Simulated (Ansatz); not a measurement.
n-GeSiSiH8 (Si2GeH8). The state is a singlet with charge 0. Geometry PBE-D4/def2-SVP; atoms count from 1.

```
atom    x (Å)    y (Å)    z (Å)
 Ge1  -0.7502  -1.6137   0.8631
 Si2  -0.8042   0.3868  -0.4527
 Si3   1.3393   1.3501  -0.5424
  H4  -0.3811  -1.2764   2.3324
  H5   0.3197  -2.5915   0.3078
  H6  -2.1249  -2.3342   0.8546
  H7  -1.2733   0.0592  -1.8475
  H8  -1.7826   1.3595   0.1550
  H9   1.3318   2.6386  -1.3216
 H10   2.2947   0.3907  -1.2017
 H11   1.8308   1.6310   0.8530
```

Another isomer (singlet) lies 0.12 eV lower at PBE0-D4/def2-TZVP; other spin states weren't run for this one.

(1) Estimate the Mulliken populations from the PBE0/def2-TZVP orbitals of Ansatz.

(2) And the Mayer bond orders between heavy atoms (over 0.3)?

Results:

(1) 
```csv
atom,charge (e)
Ge1,-0.03
Si2,-0.03
Si3,0.02
H4,0.02
H5,0.02
H6,0.02
H7,0.00
H8,0.00
H9,-0.01
H10,-0.01
H11,-0.01
```
Mulliken values depend strongly on the basis.

(2) Ge1–Si2 0.94 (2.40 Å); Si2–Si3 0.96 (2.35 Å).
